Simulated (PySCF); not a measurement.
C3BF2N.
Bonds: N1–C2 (triple), C2–C3, C3–C4 (triple), C4–B5, B5–F6, B5–F7.

Theory: MP2 and CCSD/aug-cc-pVDZ in PySCF, restricted Hartree–Fock reference, frozen core, non-relativistic, gas phase, PBE0-D3(BJ)/def2-SVP geometry.

E(HF) = -391.71596 Eh.

How large is the problem?

161 basis functions and 48 electrons; 7 orbitals frozen, which leaves o = 17 correlated occupied and v = 137 virtual orbitals. That is o·v = 2329 singles and o·v(o·v + 1)/2 = 2713285 distinct closed-shell doubles amplitudes before symmetry; the costliest CCSD step grows as o²v⁴ = 1.0 × 10^11.

What are the MP2 and CCSD correlation energies?

MP2 -1.0151 Eh and CCSD -1.0223 Eh, which gives totals of -392.73106 and -392.73824 Eh. That is 0.818 eV for each correlated electron at CCSD (2684 kJ/mol in all, 0.260 % of the total energy); MP2 gives 99.3 % of the CCSD value.

What is the T1 diagnostic?

0.0152, below the customary warning level of 0.02. It is the norm of the spatial-orbital singles amplitudes over the root of the number of correlated electrons, so the norm is 0.089.

How does correlation change the dipole moment?

HF gives 2.06 D and CCSD (unrelaxed density) 1.97 D, a change of -0.09 D.

Connected triples and the basis-set limit are missing.

The job also held the EOM ionisation roots. Time: 7.6 min wall; peak memory 2.9 GiB. Hardware: Arm Neoverse V2, one thread, shared host.
